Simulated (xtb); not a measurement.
F₂H₅NSi₂, SMILES [SiH2]([SiH](F)F)N. All values are semi-empirical tight-binding results from xtb (GFN2-xTB unless named), good for trends rather than for accurate numbers. The structure is a stationary point at GFN2-xTB. This is a generated structure with no PubChem entry under its InChIKey; it may be hypothetical. One conformer was computed; it need not be the lowest.

```json
{
 "point_group_as_xtb_finds_it": "Cs",
 "orbital_gap": "4.35 eV",
 "dipole_moment": "1.86 D",
 "zero_point_energy": "34.7 kcal/mol",
 "G − E(el) at 298.15 K (modified RRHO)": "13.7 kcal/mol",
 "static polarisability (D4 model)": "73.0 bohr³",
 "solvation energy, GFN2-xTB/ALPB(water)": "-3.3 kcal/mol",
 "solvation energy, GFN2-xTB/ALPB(hexane)": "-2.3 kcal/mol"
}
```
